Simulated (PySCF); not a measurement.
**Löwdin shares of the frontier orbitals**

C4H8OSe.
Z-matrix (Å and degrees, PBE0-D3(BJ)/def2-SVP geometry), rows numbered from 1:
```
C 
C   1  1.3422
O   2  1.3432  1  126.80
C   3  1.4044  2  117.75  1     4.06
Se  2  1.9057  1  121.16  3  -176.83
C   5  1.9422  2   97.63  1  -142.77
H   1  1.0913  2  122.27  3     4.56
H   1  1.0895  2  119.61  3  -176.61
H   4  1.0971  3  106.71  2   175.96
H   4  1.1038  3  111.32  2   -65.02
H   4  1.1039  3  111.28  2    56.49
H   6  1.0964  5  109.64  2   -57.16
H   6  1.0978  5  110.68  2    65.05
H   6  1.0983  5  106.45  2  -175.98
```

Method used: TDDFT CAM-B3LYP/def2-SVPD, vertical, gas phase, core orbitals frozen in the response (PySCF). The CAM-B3LYP/def2-SVPD calculation is non-relativistic and has no spin–orbit coupling, an omission that weighs most on selenium.

Kohn–Sham orbitals with the atoms that hold most of them (Löwdin shares over 4%, at most four atoms; ? is withheld):

```tsv
orbital	ε (eV)	atoms
LUMO+2	1.37	Se5 73%, C2 6%, C1 5%
LUMO+1	1.24	C4 24%, Se5 18%, H9 9%, H11 9%
LUMO	?	?
HOMO	-7.29	Se5 54%, C1 16%, C2 14%, C6 8%
HOMO-1	-8.56	?
HOMO-2	-10.20	Se5 54%, C6 13%, C2 11%, O3 11%
HOMO-3	-11.06	O3 21%, Se5 17%, C6 16%, C2 12%
```

Task: Give the leading atoms of the HOMO-1.

Result: O3 (bonded to 2 C) 25%; C1 (bonded to C and 2 H) 22%; Se5 (bonded to 2 C) 19%; C2 (bonded to C, O and Se) 18%. By element: carbon 40% or more, oxygen 25%, selenium 19%.

Task: Which atoms hold the LUMO, and with what shares?

Result: Se5 (bonded to 2 C) 57%; C6 (bonded to Se and 3 H) 11%; C2 (bonded to C, O and Se) 7%; C1 (bonded to C and 2 H) 6%. By element: selenium 57%, carbon 24% or more.

Task: What is the LUMO energy, and the HOMO–LUMO gap?

Result: ε(LUMO) = 0.89 eV; the gap is 8.18 eV (0.3007 hartree).

Task: The HOMO–LUMO gap is 8.18 eV. Where does the response calculation put the lowest singlet, and from which orbitals?

Result: S1 is at 4.72 eV (f = 0.012), 3.46 eV below the gap, made of HOMO→LUMO (78%). 

Next come S2 at 5.73 eV (f 0.046), HOMO→LUMO+2 (76%), HOMO→LUMO+1 (11%); S3 at 5.81 eV (f 0.082), HOMO→LUMO+3 (84%); S4 at 6.05 eV (f 0.0059), HOMO→LUMO+1 (47%), HOMO→LUMO+4 (24%), HOMO→LUMO+2 (12%); S5 at 6.48 eV (f 0.031), HOMO→LUMO+6 (21%), HOMO→LUMO+4 (21%), HOMO→LUMO+1 (19%).

One conformer stands for the species.
